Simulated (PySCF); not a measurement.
PySCF input (BP86/def2-SVP):

```python
from pyscf import gto, dft

mol = gto.M(
    atom='''
    C     0.92400200    1.57709700   -0.71102100
    Ge    0.01107000    0.02168400   -0.02860400
    C    -1.91372600    0.09047000   -0.34195000
    C     0.87282800   -1.64489100   -0.56542700
    F     0.18622200    0.07276000    1.73471100
    H     0.42040300    2.52580300   -0.85458700
    H     1.98433400    1.57230700   -0.93451500
    H    -2.32159500    1.01949800    0.05535600
    H    -2.12811500    0.04028300   -1.41008300
    H    -2.40108200   -0.74750100    0.15542200
    H     1.92601600   -1.62468300   -0.28669200
    H     0.39422600   -2.48731600   -0.06704400
    H     0.79693900   -1.78317300   -1.64452300
    ''',
    basis='def2-svp',
    charge=0,
    spin=1,
    verbose=4,
)

mf = dft.UKS(mol, xc='bp86')
mf.grids.level = 3
mf.conv_tol = 1e-9
mf.max_cycle = 100
mf.max_memory = 1500
mf.kernel()
if not mf.converged:
    mf = mf.newton()
    mf.kernel(mf.make_rdm1())
mo, _, stable, _ = mf.stability(return_status=True)
if not stable:
    mf.kernel(mf.make_rdm1(mo, mf.mo_occ))
    stable = mf.stability(return_status=True)[2]
mf.dip_moment()
```

From the output:

```
XC functionals = bp86
    A. D. Becke,  Phys. Rev. A 38, 3098 (1988)
    J. P. Perdew,  Phys. Rev. B 33, 8822 (1986)
    J. P. Perdew,  Phys. Rev. B 34, 7406–7406 (1986)
radial grids:
    Treutler-Ahlrichs [JCP 102, 346 (1995); DOI:10.1063/1.469408] (M4) radial grids

becke partition: Becke, JCP 88, 2547 (1988); DOI:10.1063/1.454033
pruning grids: <function nwchem_prune>
grids dens level: 3
symmetrized grids: False
atomic radii adjust function: <function treutler_atomic_radii_adjust>
small_rho_cutoff = 0
Set gradient conv threshold to 3.16228e-05
tot grids = 155720
init E= -2295.13501589617
  alpha nocc = 34  HOMO = -0.236897976240924  LUMO = -0.0270057597359621
  beta  nocc = 33  HOMO = -0.349263383718333  LUMO = -0.236897976240926

WARN: HOMO -0.236897976240924 >= LUMO -0.236897976240926

cycle= 1 E= -2295.63031369928  delta_E= -0.495  |g|= 0.683  |ddm|= 2.53
  alpha nocc = 34  HOMO = -0.119599782372325  LUMO = 0.0537653390692787
  beta  nocc = 33  HOMO = -0.119135198889603  LUMO = -0.0911510163395342
  HOMO = -0.11913519889  LUMO = -0.0911510163395  gap/eV = 0.76149
cycle= 2 E= -2295.03075461836  delta_E=  0.6  |g|= 1.46  |ddm|= 2.11
  alpha nocc = 34  HOMO = -0.175101924100902  LUMO = 0.0344202620631648
  beta  nocc = 33  HOMO = -0.247135865631625  LUMO = -0.105549299320299
  HOMO = -0.175101924101  LUMO = -0.10554929932  gap/eV = 1.89262
cycle= 3 E= -2295.75731378405  delta_E= -0.727  |g|= 0.32  |ddm|= 1.71
  alpha nocc = 34  HOMO = -0.208234578375057  LUMO = 0.0276526202846754
  beta  nocc = 33  HOMO = -0.261041671294585  LUMO = -0.131517645694078
  HOMO = -0.208234578375  LUMO = -0.131517645694  gap/eV = 2.08757
cycle= 4 E= -2295.80151623328  delta_E= -0.0442  |g|= 0.0396  |ddm|= 0.346
  alpha nocc = 34  HOMO = -0.215242974633834  LUMO = 0.0272234688938107
  beta  nocc = 33  HOMO = -0.260237201863084  LUMO = -0.132888006913485
  HOMO = -0.215242974634  LUMO = -0.132888006913  gap/eV = 2.24099
cycle= 5 E= -2295.80197247063  delta_E= -0.000456  |g|= 0.0163  |ddm|= 0.0462
  alpha nocc = 34  HOMO = -0.210901455872375  LUMO = 0.0274620677761961
  beta  nocc = 33  HOMO = -0.260564436242696  LUMO = -0.128229064686845
  HOMO = -0.210901455872  LUMO = -0.128229064687  gap/eV = 2.24963
cycle= 6 E= -2295.8021160693  delta_E= -0.000144  |g|= 0.00619  |ddm|= 0.0221
  alpha nocc = 34  HOMO = -0.211715740199052  LUMO = 0.0276202347335142
  beta  nocc = 33  HOMO = -0.260436079298528  LUMO = -0.128475076736022
  HOMO = -0.211715740199  LUMO = -0.128475076736  gap/eV = 2.26509
cycle= 7 E= -2295.80213475672  delta_E= -1.87e-05  |g|= 0.00125  |ddm|= 0.00769
  alpha nocc = 34  HOMO = -0.211761764502524  LUMO = 0.0275103629927971
  beta  nocc = 33  HOMO = -0.260716980262056  LUMO = -0.128385790092671
  HOMO = -0.211761764503  LUMO = -0.128385790093  gap/eV = 2.26878
cycle= 8 E= -2295.80213568996  delta_E= -9.33e-07  |g|= 0.000578  |ddm|= 0.00234
  alpha nocc = 34  HOMO = -0.211748182317952  LUMO = 0.0275465726691086
  beta  nocc = 33  HOMO = -0.260622922976287  LUMO = -0.128321399953866
  HOMO = -0.211748182318  LUMO = -0.128321399954  gap/eV = 2.27016
cycle= 9 E= -2295.80213583886  delta_E= -1.49e-07  |g|= 0.000208  |ddm|= 0.000709
  alpha nocc = 34  HOMO = -0.211770862221628  LUMO = 0.0275403082993706
  beta  nocc = 33  HOMO = -0.260626865224126  LUMO = -0.128332658221958
  HOMO = -0.211770862222  LUMO = -0.128332658222  gap/eV = 2.27047
cycle= 10 E= -2295.80213585878  delta_E= -1.99e-08  |g|= 3.67e-05  |ddm|= 0.000231
  alpha nocc = 34  HOMO = -0.211768468188857  LUMO = 0.0275412946741489
  beta  nocc = 33  HOMO = -0.260624903451581  LUMO = -0.128326588285702
  HOMO = -0.211768468189  LUMO = -0.128326588286  gap/eV = 2.27057
cycle= 11 E= -2295.80213585954  delta_E= -7.61e-10  |g|= 1.32e-05  |ddm|= 5.74e-05
  alpha nocc = 34  HOMO = -0.211769785273589  LUMO = 0.0275411832386014
  beta  nocc = 33  HOMO = -0.260626833172207  LUMO = -0.128327955603299
  HOMO = -0.211769785274  LUMO = -0.128327955603  gap/eV = 2.27057
Extra cycle  E= -2295.80213585934  delta_E= 1.94e-10  |g|= 2.66e-05  |ddm|= 4.06e-05
converged SCF energy = -2295.80213585934  <S^2> = 0.75325319  2S+1 = 2.0032506
uhf_internal: lowest eigs of H = [1.04342925 1.05975731 1.07117654]
<class 'pyscf.dft.uks.UKS'> wavefunction is stable in the internal stability analysis
Dipole moment(X, Y, Z, Debye): -0.29328, -0.15413, -2.42424
```

The geometry given is a B3LYP-D3(BJ)/def2-TZVP minimum.
